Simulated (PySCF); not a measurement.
Geometry (Å), atoms numbered from 1 in this order:
```xyz
26

C     2.0710   -1.6429   -0.1906
O     1.6840   -0.3654    0.3106
C     2.5164    0.7155   -0.0494
C     2.5237    0.9488   -1.4953
N     2.5373    1.1065   -2.6406
Al    0.0600   -0.0927    1.5143
C    -1.4298    0.1826    0.2146
C    -1.1886    1.4345   -0.6296
C    -1.5873   -1.0313   -0.7016
C    -2.7083    0.3652    1.0377
H     3.0980   -1.8730    0.1334
H     1.3747   -2.3709    0.2403
H     2.0040   -1.6549   -1.2888
H     2.1282    1.6000    0.4777
H     3.5493    0.5314    0.2945
H     0.1299   -1.5042    2.2773
H     0.6496    1.2207    2.2374
H    -1.0514    2.3347   -0.0069
H    -2.0455    1.6352   -1.3032
H    -0.3014    1.3383   -1.2794
H    -0.7074   -1.1774   -1.3523
H    -1.7423   -1.9643   -0.1335
H    -2.4588   -0.9146   -1.3764
H    -2.9338   -0.5202    1.6569
H    -3.5864    0.5305    0.3814
H    -2.6476    1.2363    1.7130
```

Geometry: PBE0-D3(BJ)/def2-SVP; GIAO shifts from PySCF, gas phase, non-relativistic, averaged over equivalent atoms.

At KT2/pcSseg-1 (257 basis functions, 99 s wall time on 1 thread of an Arm Neoverse V1, shared host):
```json
{"atoms": "C4", "δ (ppm)": "107.3"}
{"atoms": "C1", "δ (ppm)": "63.3"}
{"atoms": "C3", "δ (ppm)": "62.5"}
{"atoms": "C8/C9/C10", "δ (ppm)": "29.3"}
{"atoms": "C7", "δ (ppm)": "20.2"}
{"atoms": "O2", "δ (ppm)": "30.0"}
{"atoms": "N5", "δ (ppm)": "305.6"}
{"atoms": "Al6", "δ (ppm)": "126.6"}
{"atoms": "H14/H15", "δ (ppm)": "4.61"}
{"atoms": "H16/H17", "δ (ppm)": "4.45"}
{"atoms": "H11/H12/H13", "δ (ppm)": "3.90"}
{"atoms": "H18/H19/H20/H21/H22/H23/H24/H25/H26", "δ (ppm)": "1.06"}
```

δ = σ(ref) − σ, references computed at the same level: TMS for $^{13}$C (σ = 183.22 ppm) and $^{1}$H (σ = 31.18 ppm); H2O for $^{17}$O (σ = 330.66 ppm); $^{15}$N (σ = 264.30 ppm) against NH3; AlH4- for $^{27}$Al (σ = 497.73 ppm).

Problem. Estimate the result of repeating the calculation with PBE0/pcSseg-1.

Solution. 
```
                              atoms  δ at PBE0/pcSseg-1  change
                                 C4               118.8   +11.5
                                 C1                62.3    -1.0
                                 C3                60.7    -1.8
                          C8/C9/C10                28.6    -0.7
                                 C7                14.1    -6.1
                                 O2                19.3   -10.7
                                 N5               328.7   +23.1
                                Al6               114.6   -12.0
                            H14/H15                4.48   -0.13
                            H16/H17                4.17   -0.28
                        H11/H12/H13                3.84   -0.06
H18/H19/H20/H21/H22/H23/H24/H25/H26                0.98   -0.08
```

Chemical shifts δ = σref − σ; $^{13}$C (σref 184.41), $^{1}$H (σref 31.27) against TMS; H2O for $^{17}$O (σref 334.56); $^{15}$N (σref 265.67) against NH3; $^{27}$Al (σref 489.28) vs AlH4-, all at this level.

The largest change is at N5 (nitrile nitrogen). Cost: 257 basis functions, 68 s wall time on 1 thread of an Arm Neoverse V1, shared host. The order of the carbon signals is the same at both levels.

Experimental scales use liquid or dissolved standards, which lie at an offset from isolated NH3 (liquid NH3: subtract about 20 ppm) and H2O (liquid H2O: subtract about 36 ppm). Unscaled 15N shifts of sp2 nitrogen come out 20 to 40 ppm too high even then.
